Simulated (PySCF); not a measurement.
Problem. What does the PBE0-D3(BJ)/def2-SVP structure of `[CH3][Hf]([CH3])([CH3])[CH3]` (HfMe4) look like in three dimensions? (Singlet state.)

Solution. 
```
atom  x, y, z in Å
Hf1   -0.0074    0.0001    0.0043
C2     0.0056   -0.0242    2.2223
H3    -1.0131    0.0935    2.6376
H4     0.6210    0.7947    2.6399
H5     0.4113   -0.9709    2.6257
C6     2.0823    0.0080   -0.7366
H7     2.1353   -0.1210   -1.8339
H8     2.6855   -0.8026   -0.2861
H9     2.5929    0.9602   -0.4973
C10   -1.0510    1.8204   -0.7157
H11   -0.9328    1.9591   -1.8070
H12   -0.6651    2.7364   -0.2301
H13   -2.1379    1.7803   -0.5130
C14   -1.0456   -1.8068   -0.7550
H15   -2.0418   -1.9416   -0.2937
H16   -0.4676   -2.7280   -0.5515
H17   -1.2000   -1.7582   -1.8496
```

Any rigid rotation of these coordinates is as good. Atoms count from 1 in this order. Hf1 (hafnium bonded to 4 C) is tetrahedral (angles from 109.2° to 109.7°). All 4 C–Hf bonds measure 2.217 to 2.218 Å.

Bonds between heavy atoms (Å): Hf1–C2 2.218, Hf1–C6 2.217, Hf1–C10 2.218, Hf1–C14 2.218.

Method used: PBE0-D3(BJ)/def2-SVP geometry optimisation, gas phase, def2 core potentials past Kr in PySCF 2.14.0.

Point group: near Td, missed by 0.35 Å at most; the miss may be what the optimiser left on a soft mode (T holds within 0.08 Å). Not checked by PBE0-D3(BJ)/def2-SVP frequencies.
